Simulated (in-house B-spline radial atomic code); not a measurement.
Successive ionisation energies of osmium; each step leads to the configuration of the next row (after the last: [Xe] 4f14 5d3). Dirac energy differences include first-order Breit, QED and recoil terms. NIST's values go from ground level to ground level; the uncertainty of those that are theory runs from under 0.1 % in few-electron ions to several per cent in heavy many-electron ones. Computed with an all-electron radial atomic-structure program (B-spline basis): Dirac-Hartree-Fock, average of the configuration, finite nuclei.

```csv
ion,configuration,ionisation energy (eV),tabulated value (eV),computed minus tabulated (eV),highest orbital,largest mean radius (bohr)
Os,[Xe] 4f14 5d6 6s2,7.49,8.43823,-0.95,6s1/2,3.1731
Os+,[Xe] 4f14 5d6 6s1,?,?,?,?,?
Os2+,[Xe] 4f14 5d6,27.20,25,2.20,5d5/2,1.7045
Os3+,[Xe] 4f14 5d5,?,?,?,?,?
Os4+,[Xe] 4f14 5d4,53.84,55,-1.16,5d5/2,1.549
```

Problem. Fill in the row of Os+.

Solution. ionisation energy (eV): 15.16; tabulated value (eV): 17; computed minus tabulated (eV): -1.84; highest orbital: 6s1/2; largest mean radius (bohr): 2.9125.

Problem. Fill in the row of Os3+.

Solution. ionisation energy (eV): 40.04; tabulated value (eV): 41; computed minus tabulated (eV): -0.96; highest orbital: 5d5/2; largest mean radius (bohr): 1.618.

Problem. Where is the largest jump?

Solution. From Os to Os+, by a factor of 2.03 (7.487 to 15.163 eV); the highest orbital goes from 6s1/2 to 6s1/2.

Where a p, d or f electron is removed, the computed value is a mean over both j, so it misses the tabulated one by a part of the spin-orbit splitting; averaging over terms and missing correlation add to the gap, relatively most at low charge.
